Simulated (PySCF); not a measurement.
Ligand exchange on a metal centre used in film growth or etching (Ti F-OH). Isolated molecules, 0 K electronic values unless said otherwise. One relaxed conformer stands for each flexible species; it need not be the lowest.

All values below come from B3LYP-D3(BJ)/def2-TZVP // BP86-D3(BJ)/def2-SVP run with PySCF. All candidates: neutral, multiplicity 1. B3LYP has the VWN-RPA correlation part, as in Gaussian. 

The HOMO is -10.35 eV and the LUMO is -2.81 eV. The HOMO–LUMO gap is 7.55 eV.

### Question
Identify which member has these values.
A) [Ti(F)4]
B) [Ti(OH)4]
C) [Ti(F)3(OH)]
D) [Ti(F)2(OH)2]

### Answer
C, [Ti(F)3(OH)]. The others give [Ti(F)4]: -12.23 eV, -3.56 eV, 8.68 eV; [Ti(F)2(OH)2]: -9.76 eV, -2.32 eV, 7.45 eV; [Ti(OH)4]: -8.74 eV, -1.59 eV, 7.16 eV
